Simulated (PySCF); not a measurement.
MoF3H3, SMILES [F][MoH3]([F])[F], multiplicity 1. Heavy atoms are numbered as in [MoH3:1]([F:2])([F:3])[F:4]. Hydrogens are named by the atom that carries them.

Coordinates come from a B3LYP-D3(BJ)/def2-SVP optimisation. The multiplicity is an assumed one; no other spin state was optimised. The structure was generated by enumeration; whether it is a known compound was not checked. The def2 effective core potentials stand for the cores of Mo; spin–orbit coupling is left out.

All values below come from HF/def2-TZVPD run with PySCF.

Mulliken values depend strongly on the basis, most of all with diffuse functions as here. ESP charges are fitted to the potential on shells at 1.4 to 2.0 van der Waals radii. Atomic charges (e), one atom of each kind:

| atom | Mulliken | ESP fit |
|---|---|---|
| Mo1 (MoH3) | 1.26 | … |
| F2 | -0.71 | … |
| H on Mo1 | 0.29 | … |

### Question
Fill in the missing entries. (Estimate from the structure and the level; the computed values follow.)

### Answer

- Mo1 (MoH3), ESP fit: 1.86
- F2, ESP fit: -0.50
- H on Mo1, ESP fit: -0.12
